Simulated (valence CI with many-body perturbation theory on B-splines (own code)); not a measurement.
## Level structure of Ru12+

Method: configuration interaction combined with many-body perturbation theory (CI+MBPT): four valence electrons over a frozen Dirac-Fock core [Ar] 3d10, radial functions for each j: 9 s, 9 p, 8 d, 6 f, 3 g, 1 h, with the one-electron correlation potential Σ1 (screened to all orders), the two-electron term Σ2, the three-electron term Σ3, Breit, model QED; selected single and double excitations, second order for the rest, scaled by the run's own slope (own B-spline code, finite nucleus).

No measured spectrum was set against this ion. As an estimate, levels hold to about 250 cm⁻¹ or 0.2 % of their energy and the worst to 1 %, as in measured heavy ions of charge 2 to 7; those with d or f electrons hold less well.

Levels 1 to 32 of 32, with energies above the lowest level, 4s2 4p2 3P_0. "Leading %" is the weight of the configuration and term that name the level; weights of strongly mixed levels are sums over their largest components and can fall short, so below about 35 % the name and the second component can differ from the true leading terms, or belong to a minority configuration. Lifetimes count E1, E2, E3, M1 and M2 decay at the calculated energies, and are blank where another channel may lead or the interval is too uncertain; long ones can be off by a factor of two.

| No. | Configuration | Term | J | E (eV) | Leading % | Second component | g | Lifetime |
| --- | --- | --- | --- | --- | --- | --- | --- | --- |
| 1 | 4s2 4p2 | 3P | 0 | 0.000 | 86 | 12 % 4s2 4p2 1S |  |  |
| 2 | 4s2 4p2 | 3P | 1 | 3.222 | 98 |  | 1.500 | 3.61 ms |
| 3 | 4s2 4p2 | 3P | 2 | 4.637 | 61 | 36 % 4s2 4p2 1D | 1.313 | 74.0 ms |
| 4 | 4s2 4p2 | 1D | 2 | 9.182 | 61 | 36 % 4s2 4p2 3P | 1.187 | 967 μs |
| 5 | 4s2 4p2 | 1S | 0 | 13.309 | 85 | 12 % 4s2 4p2 3P |  | 271 μs |
| 6 | 4s 4p3 | 5S° | 2 | 29.971 | 91 | 7 % 4s 4p3 3P° | 1.955 | 4.28 ns |
| 7 | 4s 4p3 | 3D° | 1 | 36.653 | 75 | 14 % 4s 4p3 3P° | 0.673 | 180 ps |
| 8 | 4s 4p3 | 3D° | 2 | 36.954 | 73 | 15 % 4s 4p3 3P° | 1.253 | 275 ps |
| 9 | 4s 4p3 | 3D° | 3 | 38.248 | 93 | 6 % 4s2 4p 4d 3D° | 1.333 | 344 ps |
| 10 | 4s 4p3 | 3P° | 0 | 41.763 | 94 | 4 % 4s2 4p 4d 3P° |  | 120 ps |
| 11 | 4s 4p3 | 3P° | 1 | 42.241 | 76 | 14 % 4s 4p3 3D° | 1.367 | 104 ps |
| 12 | 4s 4p3 | 3P° | 2 | 42.760 | 52 | 18 % 4s 4p3 1D° | 1.349 | 109 ps |
| 13 | 4s 4p3 | 1D° | 2 | 47.226 | 59 | 19 % 4s 4p3 3P° | 1.107 | 66.6 ps |
| 14 | 4s 4p3 | 3S° | 1 | 48.475 | 61 | 30 % 4s 4p3 1P° | 1.638 | 14.7 ps |
| 15 | 4s 4p3 | 1P° | 1 | 53.614 | 58 | 32 % 4s 4p3 3S° | 1.320 | 16.9 ps |
| 16 | 4s2 4p 4d | 3F° | 2 | 55.472 | 91 |  | 0.692 | 154 ps |
| 17 | 4s2 4p 4d | 3F° | 3 | 57.331 | 92 |  | 1.090 | 178 ps |
| 18 | 4s2 4p 4d | 3P° | 2 | 60.276 | 42 | 31 % 4s2 4p 4d 1D° | 1.238 | 12.0 ps |
| 19 | 4s2 4p 4d | 3F° | 4 | 60.293 | 98 |  | 1.250 |  |
| 20 | 4s2 4p 4d | 3D° | 1 | 61.566 | 53 | 32 % 4s2 4p 4d 3P° | 0.881 | 8.03 ps |
| 21 | 4s2 4p 4d | 1D° | 2 | 63.506 | 40 | 25 % 4s2 4p 4d 3D° | 1.120 | 10.3 ps |
| 22 | 4s2 4p 4d | 3P° | 0 | 64.364 | 93 | 4 % 4s 4p3 3P° |  | 11.3 ps |
| 23 | 4s2 4p 4d | 3P° | 1 | 64.873 | 59 | 32 % 4s2 4p 4d 3D° | 1.140 | 9.29 ps |
| 24 | 4s2 4p 4d | 3D° | 3 | 65.117 | 82 | 5 % 4s2 4p 4d 1F° | 1.303 | 7.65 ps |
| 25 | 4s2 4p 4d | 3D° | 2 | 65.432 | 52 | 34 % 4s2 4p 4d 3P° | 1.285 | 8.83 ps |
| 26 | 4s2 4p 4d | 1F° | 3 | 69.756 | 90 | 6 % 4s2 4p 4d 3D° | 1.023 | 6.53 ps |
| 27 | 4s2 4p 4d | 1P° | 1 | 70.749 | 84 | 6 % 4s2 4p 4d 3D° | 0.978 | 9.67 ps |
| 28 | 4p4 | 3P | 2 | 74.179 | 61 | 18 % 4p4 1D | 1.383 | 53.6 ps |
| 29 | 4p4 | 3P | 0 | 77.407 | 60 | 19 % 4p4 1S |  | 43.7 ps |
| 30 | 4p4 | 3P | 1 | 78.148 | 76 | 20 % 4s 4p2 4d 3P | 1.497 | 45.8 ps |
| 31 | 4p4 | 1D | 2 | 79.098 | 59 | 18 % 4p4 3P | 1.116 | 70.4 ps |
| 32 | 4s 4p2 4d | 5F | 1 | 81.717 | 89 | 5 % 4s 4p2 4d 5D | 0.105 | 828 ps |

Names give the largest LS component (configuration and term), which can be under half, so a name can repeat, a term be missing and a line seem to break the LS rules; names also repeat where a configuration has a term twice.

The ionisation energy to 4s2 4p 2P°_1/2 of the next ion comes out as 272.61 eV (NIST: 271 ± 3 eV (theoretical)). All 32 levels together are meant to be complete up to 82.261 eV.
